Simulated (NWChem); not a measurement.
NH3SeS; SMILES N[Se]S

```xyz
6

Se     0.4246    -0.4530    -0.0080
N     -1.1475    -1.3522    -0.0132
H     -1.3540    -1.8724     0.8324
H     -1.3554    -1.8600    -0.8660
S     -0.2095     1.6715    -0.0552
H     -0.3406     1.8544     1.2802
```
Atoms are numbered in this order, from 1.

Program: NWChem. All runs use the structure optimised with PBE0/def2-SVP. Ions are spin-unrestricted doublets at the neutral geometry; other ion states weren't tried.

For level B3LYP/def2-SVP:

```yaml
vertical ionisation energy, ΔSCF (eV): 9.02
"−ε(HOMO) (eV)": 6.38
```

Q: Estimate the same quantities for level PBE/def2-SVP.

A: 
| Property | Result |
|---|---|
| vertical ionisation energy, ΔSCF (eV) | 8.82 |
| −ε(HOMO) (eV) | 5.41 |
